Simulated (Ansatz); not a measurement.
Gas-phase electronic energies from Ansatz, PBE0-D4/def2-TZVP geometries. CCSD(T)/CBS is the MP2 limit (def2-TZVPP, def2-QZVPP) plus CCSD(T) − MP2 in def2-TZVPP, frozen cores. Functionals use def2-TZVPP. B3LYP here is the variant with VWN-RPA as its local correlation; programs differ in this. def2 core potentials past Kr. For Sb outer-core shells are correlated without core-valence functions, which leaves a few kJ/mol of doubt a bond. Each species was taken in one conformer, which may not be the lowest.

Reaction (ligand exchange at the Si–C bond): `[SiH3][CH](S)[SbH2]` + `O[SiH2][AlH2]` → `[AlH2][SiH2]O[SiH3]` + `S[CH2][SbH2]`

`[SiH3][CH](S)[SbH2]`:

```xyz
11

Si    0.127   -1.648    0.372
C     0.546    0.158    0.059
S     0.733    0.392   -1.717
Sb   -0.961    1.399    1.032
H     0.272   -1.925    1.826
H     1.039   -2.541   -0.392
H    -1.275   -1.913   -0.041
H     1.482    0.393    0.576
H     0.535    1.720   -1.773
H    -0.392    2.822    0.264
H    -2.107    1.141   -0.206
```

`O[SiH2][AlH2]`:

Cartesian coordinates in Å:
```
O -1.640 -0.083 0.873
Si -0.592 0.346 -0.341
Al 1.647 -0.527 0.186
H -2.551 0.201 0.782
H -1.078 -0.172 -1.660
H -0.566 1.835 -0.508
H 2.828 -0.256 -0.844
H 1.952 -1.345 1.512
```

`[AlH2][SiH2]O[SiH3]`:

Cartesian coordinates in Å:
```
Al -0.306 2.772 -0.243
Si 0.466 0.591 0.601
O -0.208 -0.645 -0.259
Si -0.227 -2.276 -0.384
H -1.333 2.886 -1.449
H 0.241 4.099 0.442
H 1.956 0.475 0.530
H 0.126 0.417 2.048
H -1.098 -2.642 -1.528
H -0.763 -2.884 0.863
H 1.147 -2.793 -0.619
```

`S[CH2][SbH2]`:

```xyz
8

S    -1.295    1.354    0.453
C     0.040    0.148    0.490
Sb   -0.377   -1.373   -1.015
H    -0.844    2.170    1.421
H     0.082   -0.365    1.452
H     1.001    0.604    0.266
H     1.147   -2.114   -0.774
H     0.245   -0.424   -2.293
```

```csv
level,ΔE (kJ/mol),difference from CCSD(T)/CBS
PBE-D4,-85.2,12.2
r2SCAN-D4,-99.0,-1.6
PBE0-D4,-91.6,5.8
B3LYP-D4,-103.9,-6.5
ωB97X-V,-101.8,-4.4
ωB97M-V,-99.1,-1.7
B2PLYP,-108.3,-10.9
PBE,-90.6,6.8
r2SCAN,-100.0,-2.6
PBE0,-96.2,1.2
B3LYP,-113.0,-15.6
HF/def2-TZVPP,-134.9,-37.5
MP2/def2-TZVPP,-96.3,1.1
SCS-MP2/def2-TZVPP,-105.0,-7.6
CCSD/def2-TZVPP,-105.5,-8.1
CCSD(T)/def2-TZVPP,-99.6,-2.2
HF/def2-QZVPP,-136.6,-39.2
MP2/def2-QZVPP,-95.7,1.7
SCS-MP2/def2-QZVPP,-104.4,-7.0
HF/CBS(def2),-136.9,-39.5
MP2/CBS(def2),-94.1,3.3
CCSD/CBS(def2),-103.2,-5.8
CCSD(T)/CBS,-97.4,0
```

Largest T1 diagnostic among the species: 0.013.

In def2-TZVPP, CCSD(T) changes the Hartree–Fock value by +35.2 kJ/mol (the triples alone add +5.8 kJ/mol) and MP2 by +38.6 kJ/mol. From PBE to PBE0 (25 % exact exchange), in def2-TZVPP and without D4, ΔE moves by −5.6 kJ/mol.
